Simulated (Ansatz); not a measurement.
Geometry optimisation, RHF/def2-TZVP (Ansatz 0.2.0).

Input file:

```yaml
crystal:
  periodic: [false, false, false]
  atoms:
    - { symbol: Si, position_ang: [0.157257, 0.0, 0.174414] }
    - { symbol: H, position_ang: [0.348404, 0.0, 1.596875] }
    - { symbol: F, position_ang: [1.683223, 0.0, -0.126309] }
    - { symbol: F, position_ang: [-0.534092, 1.247228, -0.42594] }
    - { symbol: F, position_ang: [-0.534092, -1.247228, -0.42594] }
basis:
  gaussian: { orbitals: def2-TZVP }
hamiltonian:
  xc: hf
relax:
  f_tol: 0.03
  max_steps: 50
```

Launched with:

```bash
$ ansatz run input.yaml --threads 4 --pin off --max-ram 5120MiB --backend cpu --events-out ev --progress --plain --runs-dir out
```

Question: Where does it end, and by what steps?

Answer: It converged. After 5 steps the energy has fallen by 0.260 eV; H2 moved furthest, 0.19 Å.

```json
{"step": "0", "energy less start (eV)": "0.0000", "largest force component (eV/Å)": "1.199", "accepted": "yes"}
{"step": "1", "energy less start (eV)": "-0.2222", "largest force component (eV/Å)": "0.687", "accepted": "yes"}
{"step": "2", "energy less start (eV)": "-0.2359", "largest force component (eV/Å)": "1.340", "accepted": "yes"}
{"step": "3", "energy less start (eV)": "-0.2592", "largest force component (eV/Å)": "0.236", "accepted": "yes"}
{"step": "4", "energy less start (eV)": "-0.2600", "largest force component (eV/Å)": "0.066", "accepted": "yes"}
{"step": "5", "energy less start (eV)": "-0.2601", "largest force component (eV/Å)": "0.000", "accepted": "yes"}
```

```xyz
5
Properties=species:S:1:pos:R:3
Si 0.223 0.000 0.199
H 0.170 0.000 1.647
F 1.692 0.000 -0.298
F -0.482 1.256 -0.377
F -0.482 -1.256 -0.377
```

Whether the end is a true minimum wasn't checked by a vibrational analysis.

Time of the run: 4.9 s on 4 threads of Intel(R) Xeon(R) Platinum 8488C (Sapphire Rapids), on a shared host, peak memory 0.25 GiB.
